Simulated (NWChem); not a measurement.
C$_{2}$H$_{4}$O$_{2}$Si; SMILES O[Si@@H]1C=CO1

```xyz
9

O     -0.0209     1.8991    -0.4130
Si     0.0730     0.4821     0.4199
C      1.1181    -0.9386    -0.0965
C     -0.0717    -1.5621    -0.2574
O     -1.1207    -0.7133    -0.0288
H      0.0888     1.8529    -1.3681
H     -0.0504     0.8647     1.8429
H      2.1199    -1.3507    -0.1846
H     -0.3261    -2.5996    -0.5113
```
Atoms are numbered in this order, from 1.

Program: NWChem. The geometry was optimised at PBE0/def2-SVP. Level SCAN/def2-SVP: energy and gradient on several grids; changes count from the extra-fine grid, which is no exact limit either.

```tsv
grid	size of the energy change (μHa)	largest change of a gradient component (μHa/bohr)	time, medium = 1 (rough)
xcoarse	10000	10000	about 1
coarse	5000	2000	about 1
medium	2000	1000	about 1
fine	500	1000	2
xfine	< 10	< 30	4
```
